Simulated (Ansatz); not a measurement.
Saddle point of SiNH₇Cl₂O, singlet (SiH₂Cl₂ ([Cl][SiH2][Cl]) + H₂O + NH₃ → SiNH₃Cl₂ ([NH2][SiH]([Cl])[Cl]) + H₂O + H₂; bonds formed: H2–H8, H6–O9; dative contacts that become bonds: Si1–N7; bonds broken: Si1–H2, H6–N7, H8–O9), PBE0-D4/def2-TZVP structure:

Si1  (-1.068, -0.331, -0.307)
H2  (-0.216, -0.980, 1.053)
Cl3  (-0.139, -1.813, -1.428)
Cl4  (-2.164, 0.550, -1.931)
H5  (-2.261, -0.609, 0.517)
H6  (1.218, 0.521, 0.265)
N7  (-0.004, 1.115, -0.059)
H8  (0.816, -0.786, 1.005)
O9  (1.853, -0.254, 0.789)
H10  (-0.089, 1.767, -0.831)
H11  (-0.260, 1.611, 0.791)
H12  (2.314, -0.792, 0.136)
(Å)

Energies are electronic, without zero-point energy. Barriers and step energies count from the start structure reached by relaxing down the imaginary mode; all methods use the PBE0-D4 structures, on which another method's saddle can fall below an end. Computed with Ansatz 0.2.0 (basis: def2-TZVPP, with def2-QZVPP for the basis limit); correlated methods freeze the cores. B3LYP uses VWN-RPA correlation. Extrapolation: Hartree–Fock as exp(−7.88 √X), correlation as X^−2.97.

| method | barrier (kcal/mol) | step energy (kcal/mol) |
| --- | --- | --- |
| SPW92 | 17.47 | 3.10 |
| PBE-D4 | ? | -2.24 |
| BLYP-D4 | 31.36 | -5.46 |
| r2SCAN-D4 | 29.19 | -3.69 |
| B97M-V | 33.62 | -3.72 |
| PBE0-D4 | 31.62 | -2.01 |
| B3LYP-D4 | 34.53 | -4.90 |
| r2SCAN0-D4 | 32.77 | -3.16 |
| BHLYP-D4 | 40.11 | -4.58 |
| CAM-B3LYP-D4 | 35.16 | -4.32 |
| wB97X-V | 36.29 | -3.49 |
| wB97M-V | 36.17 | -3.40 |
| B2PLYP | ? | -5.03 |
| PBE-QIDH | 35.07 | -2.68 |
| RPA on PBE | 37.95 | -4.10 |
| HF | 54.28 | -8.08 |
| MP2 | ? | -4.82 |
| CCSD | 40.64 | -4.29 |
| CCSD(T) | 37.75 | -4.06 |

(1) Fill in the withheld barriers. (Judge from chemistry; the value comes from the calculation.)

T1 diagnostic: at most 0.010.

Answers

(1) Computed: MP2 35.60; B2PLYP 36.60; PBE-D4 27.23 kcal/mol. Each is the energy of the saddle less that of the start structure, by the same method.

For comparison, the barrier by CCSD(T) at an estimated basis limit (MP2 extrapolated from triple and quadruple zeta, plus CCSD(T) − MP2 in triple zeta) is 37.50 kcal/mol.

Labels in which every atom is bracketed show which atoms are joined, not bond orders.

For scale, one of the runs: CCSD(T)/def2-TZVPP, 286 basis functions, launched by `ansatz run in.yaml --threads 8 --pin off --events-out ev --progress --plain --max-ram 19148MiB`. Hardware: 8 CPU threads of an Intel Xeon, shared host. Wall time 3.1 min; peak host memory 8.4 GiB.
